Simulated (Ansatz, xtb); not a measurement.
Molecule: SeI$_{2}$ (charge -1, doublet). SMILES of the parent species: I[Se]I
Coordinates optimised at B3LYP-D3(BJ)/def2-TZVP (Ansatz, a program for electronic structure):
```xyz
3

Se     0.0248     0.0359     0.5730
I      1.2533    -2.3650    -0.0909
I     -1.2692     2.3419    -0.2767
```
Charge -1, spin multiplicity 2.

Harmonic wavenumbers from GFN2-xTB (xtb, at its own minimum), cm⁻¹: 37, 142, 143.

Question: Give the harmonic wavenumbers at B3LYP-D3(BJ)/def2-TZVP (Ansatz, finite differences of forces, unscaled).

Answer: 42, 126, 129 cm⁻¹. Zero-point energy 0.4 kcal/mol.

Question: From these and the geometry, give the ideal-gas thermochemistry at 298.15 K and 1 atm (rigid rotor, harmonic oscillator).

Answer: Point group C2v, rotational symmetry number 2. Rotational constants 14.56, 0.2789, 0.2737 GHz. S(trans) 43.30, S(rot) 28.67, S(vib) 11.13, S(elec, spin only) 1.38, S 84.5 cal/(mol K). H(298) - H(0) 3.76 kcal/mol; G - E(el) -21.0 kcal/mol.
